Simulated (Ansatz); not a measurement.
C2H8BNO can be A, `COB(C)N`, or B, `CBOCN`.

Isolated molecules relaxed with PBE0-D4/def2-TZVP in Ansatz; ΔE leaves out vibrations. CBS: MP2 limit from def2 TZ/QZ plus the TZ coupled-cluster correction, frozen cores. Functionals use def2-TZVPP. B3LYP here is the variant with VWN-RPA as its local correlation; programs differ in this. One conformer a species, not always the lowest.

Question: Which isomer does CCSD(T)/CBS put lower? Give the gap. (Estimate.)

Answer: Computed: A, by 156.7 kJ/mol.

Question: Give E(B) − E(A) in kJ/mol with B2PLYP, B3LYP-D4, PBE-D4, MP2/def2-TZVPP, ωB97M-V, CCSD/def2-TZVPP, r2SCAN-D4. (Best estimate.)

Answer: The calculation gave: B2PLYP 156.2, B3LYP-D4 157.3, PBE-D4 152.9, MP2/def2-TZVPP 159.4, ωB97M-V 156.9, CCSD/def2-TZVPP 156.1, r2SCAN-D4 159.3. None reverses the order clearly.

Largest T1 diagnostic: 0.012.

From PBE to PBE0 (25 % exact exchange), in def2-TZVPP and without D4, E(B) − E(A) moves by +3.4 kJ/mol.
